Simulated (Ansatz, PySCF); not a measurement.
The pair A = HCl (SMILES Cl) (first 2 atoms), B = Br2 (SMILES BrBr); geometry from B3LYP-D3(BJ)/def2-TZVP.
(charge 0, multiplicity 1):
```xyz
4

Cl    -0.087    -0.258     0.079
H      0.959     0.486     0.074
Br     0.002     0.143     5.623
Br    -0.110    -0.078     3.310
```

Correlated levels freeze the cores. Filled d and f shells under p-block atoms count as core. CBS(a, b) extrapolates the correlation energy as X⁻³ and adds the Hartree–Fock energy of set b. MP2 and its Hartree–Fock in def2-QZVPPD are density fitted.

Codes used: Ansatz (a program for electronic structure) with Gaussian orbitals; PySCF for the dispersion terms. Each number belongs to the level named beside it.

The monomers are drawn apart, rigid, along the line of their centres of mass. Counterpoise-corrected interaction energies (kcal/mol):

```json
[
 {"level": "PBE/def2-TZVPPD", "R = 5.690 Å": "-0.4818", "R = 6.985 Å": "-0.1003"},
 {"level": "PBE-D3(BJ)/def2-TZVPPD", "R = 5.690 Å": "-0.7532", "R = 6.985 Å": "-0.1698"},
 {"level": "wB97M-V/def2-TZVPPD", "R = 5.690 Å": "-0.5834", "R = 6.985 Å": "-0.1496"},
 {"level": "MP2/CBS(def2-TZVPPD, def2-QZVPPD) + ΔCCSD(T)/def2-TZVPPD", "R = 5.690 Å": "-0.5868", "R = 6.985 Å": "-0.1530"}
]
```

R is the distance of the centres of mass. Find the local exponent m of E ∝ R⁻ᵐ between the two points.


m = ln(E₁/E₂)/ln(R₂/R₁): PBE/def2-TZVPPD 7.7; PBE-D3(BJ)/def2-TZVPPD 7.3; wB97M-V/def2-TZVPPD 6.6; MP2/CBS(def2-TZVPPD, def2-QZVPPD) + ΔCCSD(T)/def2-TZVPPD 6.6. For scale, two fixed dipoles give m = 3, dipole and quadrupole 4, quadrupoles 5, and dispersion or dipole-induced dipole 6 at long range; at these distances several terms mix, and what is left of overlap and damping shifts m, so it need not match one of them.
